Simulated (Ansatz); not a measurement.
Consider the cleavage of the Al–Ge bond: `[F][AlH][GeH3]` + `CC(C)N` → `CC(C)[NH][AlH][F]` + GeH₄.

Calculated with Ansatz (gas phase, PBE0-D4/def2-TZVP geometries, no zero-point term in ΔE). CCSD(T)/CBS adds triple-zeta CCSD(T) − MP2 to the extrapolated MP2 energy (def2 sets, frozen cores). Functionals use def2-TZVPP. B3LYP here is the variant with VWN-RPA as its local correlation; programs differ in this. For Ge outer-core shells are correlated without core-valence functions, which leaves a few kJ/mol of doubt a bond. Scalar relativity is left out up to krypton. Each species was taken in one conformer, which may not be the lowest.

Problem. Is it downhill or uphill in electronic energy at CCSD(T)/CBS, and by how much? (Estimate.)

Solution. Ansatz gave: Downhill: ΔE = -69.5 kJ/mol.

Problem. What do these levels give: PBE-D4, PBE0-D4, B2PLYP, r2SCAN, PBE0, B3LYP? (An estimate is asked.)

Solution. Ansatz gave: PBE-D4 -59.0, PBE0-D4 -61.0, B2PLYP -73.0, r2SCAN -69.1, PBE0 -58.2, B3LYP -67.7 kJ/mol.

Largest T1 diagnostic among the species: 0.013.

The D4 term adds −4.9 kJ/mol with B3LYP and −2.8 kJ/mol with PBE0; it sums over pairs of atoms, weighted by their polarisabilities, and B3LYP, whose exchange is more repulsive, gets the larger term.
